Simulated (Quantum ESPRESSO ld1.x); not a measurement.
Charge is removed step by step from the 4s level of Ce3+, starting from [Xe] 4f1. Calculated with ld1.x of Quantum ESPRESSO 7.5: scalar-relativistic Kohn-Sham, PW91, spin-unpolarised, spherical densities, point nucleus.

| removed (e) | E - E(0) (eV) | eigenvalue (eV) | E minus straight line (eV) |
|---|---|---|---|
| 0 | 0.000 | -304.51 | 0.000 |
| 0.2 | 61.355 | -309.40 | -1.995 |
| 0.4 | 123.69 | -314.35 | -3.005 |
| 0.6 | 187.03 | -319.38 | -3.018 |
| 0.8 | 251.38 | -324.46 | -2.020 |
| 1 | 316.75 | -329.60 | 0.000 |

Removing the whole electron costs 316.75 eV by Delta-SCF, against 304.51 eV from minus the eigenvalue at the starting occupation. Integrating minus the eigenvalue over the occupation (Janak's theorem) gives 316.93 eV. In this scalar-relativistic scheme the density is built from large components alone, so the theorem holds only approximately. The mean slope of the eigenvalue, de/dn, is 25.1 eV per electron.
